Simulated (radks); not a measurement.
The numbers below are computed, except where a source is named.
Mean orbital radii <r> (bohr) of neutral ytterbium, [Xe] 4f14 6s2, of relativity; Dirac values are averaged over j with weights 2j + 1. Spin-unpolarised spherical Kohn-Sham, PBE, point nucleus unless stated (finite: rms radius 5.3108 fm), a radial shooting solver on a logarithmic mesh with Libxc functionals. A level marked "c x" has the speed of light scaled by that factor.

shell  non-rel.
2s      0.09173
2p      0.07766
3s       0.2343
3p       0.2242
3d       0.1974
4s       0.5270
4p       0.5370
4d       0.5627
5s        1.322
5p        1.507
4f       0.7467
6s        4.250

Give the values at the level "Dirac, finite nucleus".

Answer. 
shell  Dirac, finite nucleus  change of magnitude (%)
2s                   0.08275                    -9.78
2p                   0.07372                    -5.08
3s                    0.2163                    -7.71
3p                    0.2154                    -3.93
3d                    0.1961                    -0.68
4s                    0.4878                    -7.43
4p                    0.5172                    -3.70
4d                    0.5603                    -0.42
5s                     1.209                    -8.55
5p                     1.449                    -3.89
4f                    0.7930                    +6.20
6s                     3.926                    -7.64
